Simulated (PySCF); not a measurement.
**How methods differ on the excitation energy of Sb**

Sb [Kr] 4d10 5s2 5p3 (4S) → Sb [Kr] 4d10 5s2 5p2 6s1 (4P), as a difference of total energies. All numbers are calculated (PySCF 2.14, the spin-free X2C one-electron Hamiltonian (Gaussian nucleus), in x2c-TZVPPall with one added diffuse shell each of s, p, d, f type (9s7p5d3f, 76 functions)). Correlated levels: valence and next inner shell: [Ar] 3d10 frozen. The calculations carry no spin-orbit coupling.

```tsv
method	excitation energy (eV)	error (eV)
UHF	5.994	+0.205
MP2 (valence and next inner shell)	6.138	+0.349
SCS-MP2 (valence and next inner shell)	6.075	+0.286
CCSD (valence and next inner shell)	6.081	+0.292
CCSD(T) (valence and next inner shell)	6.077	+0.288
```

Reference: 5.789 eV (measured; NIST levels, between the centres of gravity of the two terms).

Errors of the correlated levels include the incompleteness of this basis and the frozen core.

The promoted electron is Rydberg-like, and one or two diffuse shells describe it only roughly, which tends to raise the upper state.
